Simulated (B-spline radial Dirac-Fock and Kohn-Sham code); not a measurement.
The free titanium atom: differential elastic cross section for electrons at 51 keV

Model: relativistic (Dirac) partial waves in the static field of the Dirac-Fock atom with Furness-McCarthy exchange, without polarisation or absorption potentials. Program: a radial finite-basis atomic code.

Input file task.json (cfg lists n, l and occupation; rrms is the nuclear radius in fm):

```json
{"items": [{
  "Z": 22,
  "q": 0,
  "cfg": [[1, 0, 2], [2, 0, 2], [2, 1, 6], [3, 0, 2], [3, 1, 6], [3, 2, 2], [4, 0, 2]],
  "A": 48,
  "rrms": 3.5921,
  "do": "elastic",
  "energies": [[51000.0, 0]],
  "theta": [0, 0.5, 1, 2, 4, 8, 12, 16, 24, 32, 45, 60, 75, 90, 105, 120, 135, 150, 165, 180]
}]}
```

Command: `python xray2_run.py task.json out`

| θ (°) | dσ/dΩ (a₀²/sr) | Sherman function |
| --- | --- | --- |
| 0 | 322 | 0.000 |
| 0.5 | 194 | 0.000 |
| 1 | 75.4 | 0.000 |
| 2 | 18.0 | 0.000 |
| 4 | 2.55 | 0.000 |
| 8 | 0.243 | 0.000 |
| 12 | 0.0607 | 0.000 |
| 16 | 0.0214 | 0.000 |
| 24 | 0.00471 | -0.001 |
| 32 | 0.00160 | -0.003 |
| 45 | 0.000453 | -0.009 |
| 60 | 0.000159 | -0.019 |
| 75 | 7.21e-05 | -0.030 |
| 90 | 3.90e-05 | -0.040 |
| 105 | 2.41e-05 | -0.047 |
| 120 | 1.65e-05 | -0.048 |
| 135 | 1.24e-05 | -0.044 |
| 150 | 1.02e-05 | -0.034 |
| 165 | 9.06e-06 | -0.018 |
| 180 | 8.70e-06 | 0.000 |

The total elastic cross section is 0.376 a₀², the first transport cross section 0.00146 a₀² and the second, weighted with (3/2) sin²θ, 0.00368 a₀². The mean deflection is ⟨1 − cos θ⟩ = 0.00389, and 0.031 % of the collisions scatter beyond 90°.

Values without a named source are computed, but for edge energies of neutral atoms, which are taken from tables.
